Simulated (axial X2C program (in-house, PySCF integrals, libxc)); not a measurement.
Low determinants of CoSi⁻ at the PBE0 level, spin-free

All values were computed with an in-house relativistic program for diatomic molecules. Spin-free means the one-electron spin-free X2C Hamiltonian. Basis: Co dyall-acv3z [10s11p7d4f2g], Si dyall-av3z [9s8p3d2f] (cores contracted in-house); Gaussian nuclei, density fitting, unrestricted open shells. Masses: Co 58.933 u, Si 27.977 u.

Search at 2.270 Å (vertical energies from the lowest determinant):

| ΔE (eV) | state | electrons beyond evenly filled partner blocks | electrons in σ, π, δ, φ |
| --- | --- | --- | --- |
| 0.00 | M_S = 0, Λ = 3 | π+α, δ+α, δ+β, δ-β | 22 17 3 0 |
| 0.18 | M_S = 0, Λ = 1 | π-α, δ+α, δ+β, δ-β | 22 17 3 0 |
| 0.23 | M_S = 0, Λ = 2 | σβ, π+α, π-α, δ+α, δ+β, δ-β | 21 18 3 0 |
| 0.34 | M_S = 1, Λ = 3 | π+α, δ+α, δ+β, δ-α | 22 17 3 0 |
| 0.34 | M_S = 1, Λ = 1 | π-α, δ+α, δ+β, δ-α | 22 17 3 0 |
| 0.36 | M_S = 1, Λ = 2 | σα, δ+α, δ+β, δ-α | 23 16 3 0 |
| 0.38 | M_S = 0, Λ = 2 | σα, δ+α, δ+β, δ-β | 23 16 3 0 |

Lowest determinant, M_S = 0, Λ = 3 (beyond evenly filled blocks: π+α, δ+α, δ+β, δ-β): Re = 2.215 Å, ωe = 323.8 cm⁻¹.

The determinant in row 2 of the search, M_S = 0, Λ = 1 (beyond evenly filled blocks: π-α, δ+α, δ+β, δ-β), was followed along the bond at PBE0; measured from the minimum of the lowest determinant it gives:

Te = 0.174 eV (1406 cm⁻¹), Re = 2.207 Å, ωe = 325.4 cm⁻¹.

(1) Compare the bond of the determinant in row 2 with that of the lowest one.

The search compares states at one distance, so a state with another bond length can lie lower; it is not exhaustive and yields mostly the lowest determinant of each block pattern, so other components and higher states of one pattern are missing. These are energies of single determinants, not of spin-adapted states; PBE0 term energies can be off by some tenths of an eV, and the functional has no current term. The lowest determinant need not be the ground state where others lie within half an eV. For an anion, determinants above electron detachment are held by the basis set. The highest occupied level of some functionals is positive through self-interaction error; at Hartree–Fock it is bound. Row 1 is spin-contaminated (⟨S²⟩ = 1.93 against 0.00), so its values are not those of a pure state. Row 2 is spin-contaminated (⟨S²⟩ = 1.92 against 0.00), so its values are not those of a pure state. Row 1 has a positive highest level at its minimum. Row 2 has a positive highest level at its minimum.

Results:

(1) At PBE0 its Re is 0.008 Å shorter and its force constant, which goes as ωe², is 1.01 times that of the lowest determinant. This determinant mixes spin states, so it has no term energy of its own.
